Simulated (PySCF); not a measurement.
**Frontier levels across methods**

Compound: H₅O₂PSi.
Z-matrix (Å and degrees, PBE0-D3(BJ)/def2-SVP geometry), rows numbered from 1:
```
O 
Si  1  1.6556
O   2  1.6631  1  110.58
P   2  2.2435  1  103.77  3   117.14
H   1  0.9620  2  117.06  3    60.20
H   2  1.4997  1  111.25  3  -119.10
H   3  0.9606  2  116.68  1  -128.01
H   4  1.4306  2   92.42  1   168.23
H   4  1.4296  2   93.11  1    74.70
```

Basis pcSseg-2 throughout (PySCF), one geometry. The structure is a single PBE0-D3(BJ)/def2-SVP conformer in the gas phase; no vibrational or solvent corrections.

How do the orbital energies, the gap and the dipole change with the method?

```tsv
method	kind	HOMO (eV)	LUMO (eV)	gap (eV)	μ (D)	SCF cycles
BLYP	GGA	-6.20	-0.79	5.41	2.81	15
B97-D	GGA	-6.31	-0.65	5.65	2.84	15
OPBE	GGA	-6.33	-0.63	5.70	2.89	16
PBE	GGA	-6.34	-0.80	5.54	2.86	15
KT2	GGA	-6.41	-0.82	5.59	2.76	16
LDA	LDA	-6.42	-0.94	5.48	2.98	15
KT3	GGA	-6.43	-0.91	5.52	2.74	16
BP86	GGA	-6.44	-0.74	5.69	2.85	15
B97-2	global hybrid	-7.24	0.01	7.26	2.95	13
B3LYP	global hybrid	-7.26	-0.32	6.94	2.92	13
PBE0	global hybrid	-7.47	-0.01	7.46	2.99	13
mPW1PW91	global hybrid	-7.50	-0.01	7.49	2.98	13
BHandHLYP	global hybrid	-8.48	0.59	9.07	3.05	12
CAM-B3LYP	range-separated hybrid	-8.75	0.73	9.48	3.04	12
wB97X-D	range-separated hybrid	-9.30	1.71	11.01	3.06	13
HF	Hartree–Fock	-10.04	2.37	12.41	3.23	10
LC-wPBE	range-separated hybrid	-10.09	1.91	12.00	3.17	12
```

The HOMO spans 3.89 eV, from BLYP down to LC-wPBE, and the gap runs from 5.41 eV (BLYP) to 12.41 eV (HF). Over the methods BLYP (0 %), B97-D (0 %), OPBE (0 %), PBE (0 %), KT2 (0 %), LDA (0 %), KT3 (0 %), BP86 (0 %), B97-2 (21 %), B3LYP (20 %), PBE0 (25 %), mPW1PW91 (25 %), BHandHLYP (50 %), HF (100 %), a straight line through the gap against the share of exact exchange rises by 0.69 eV for each 10 % (correlation coefficient 0.998). The dipole ranges from 2.74 D (KT3) to 3.23 D (HF). This basis has no diffuse functions.

The vertical ΔSCF ionisation energy at wB97X-D/def2-SVPD is 9.71 eV; −ε(HOMO) comes closest to it with HF (10.04 eV).
